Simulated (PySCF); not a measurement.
Species: C5H9PSe.
Atom-mapped SMILES: `[CH3:1][C:2]1=[C:3]([CH3:4])[P:5]1([CH3:6])=[Se:7]` (hydrogens: H8, H9, H10 on C1; H11, H12, H13 on C4; H14, H15, H16 on C6)

Cartesian coordinates in Å at the GFN2-xTB level; atoms count from 1:
```
atom  x, y, z in Å
C1     1.839   -1.332   -0.295
C2     0.678   -0.505    0.071
C3    -0.658   -0.509    0.124
C4    -1.841   -1.335   -0.164
P5     0.037    0.986    0.882
C6    -0.031    2.417   -0.275
Se7    0.129    1.415    2.932
H8     2.458   -0.821   -1.032
H9     2.453   -1.511    0.587
H10    1.509   -2.287   -0.702
H11   -2.423   -1.475    0.747
H12   -2.482   -0.841   -0.894
H13   -1.539   -2.308   -0.550
H14   -0.070    2.075   -1.305
H15    0.851    3.034   -0.106
H16   -0.916    3.005   -0.032
```

Computed with TDDFT CAM-B3LYP/def2-SVPD, vertical, gas phase, core orbitals frozen in the response in PySCF 2.14.0, density-fitted response routines. Relativistic effects, spin–orbit coupling among them, are left out although an element past zinc is present.

Ground-to-excited transition dipoles (e·a0, same axes as the geometry; the sign carries no meaning), for the states with f of 0.002 or more among the lowest 8:

| state | E (eV) | μx | μy | μz |
| --- | --- | --- | --- | --- |
| S1 | 4.537 | -0.289 | -0.005 | 0.005 |
| S2 | 4.761 | 0.007 | -0.400 | 0.048 |
| S3 | 4.830 | 0.016 | -0.070 | 0.333 |
| S5 | 5.361 | 0.240 | -0.074 | -0.083 |
| S6 | 5.411 | -0.213 | -0.025 | 0.003 |
| S7 | 5.426 | 0.051 | 0.661 | 0.813 |
| S8 | 5.620 | -0.010 | 0.397 | -0.246 |

Q: Work out the oscillator strengths.

A: f = (2/3) ΔE |μ|² with ΔE in hartree (27.2114 eV).

```json
{"state": "S1", "|μ|² (au)": "0.084", "|μ| (D)": "0.74", "f": "0.009"}
{"state": "S2", "|μ|² (au)": "0.162", "|μ| (D)": "1.02", "f": "0.019"}
{"state": "S3", "|μ|² (au)": "0.116", "|μ| (D)": "0.86", "f": "0.014"}
{"state": "S5", "|μ|² (au)": "0.070", "|μ| (D)": "0.67", "f": "0.009"}
{"state": "S6", "|μ|² (au)": "0.046", "|μ| (D)": "0.54", "f": "0.006"}
{"state": "S7", "|μ|² (au)": "1.101", "|μ| (D)": "2.67", "f": "0.146"}
{"state": "S8", "|μ|² (au)": "0.218", "|μ| (D)": "1.19", "f": "0.030"}
```

Q: What angle do the transition dipoles of S3 and S7 make?

A: |cos θ| = |μa·μb| / (|μa| |μb|) = 0.63, so θ ≈ 51° (taken between 0 and 90°, since the signs are arbitrary).

Q: What peak molar absorption coefficient would the strongest computed level give as a lone Gaussian band 0.4 eV wide at half height?

A: ε(max) = 2.175×10⁸ f / FWHM, with the width in cm⁻¹. S7: 2.175×10⁸ × 0.1463 / 3226 ≈ 9900 L mol⁻¹ cm⁻¹.
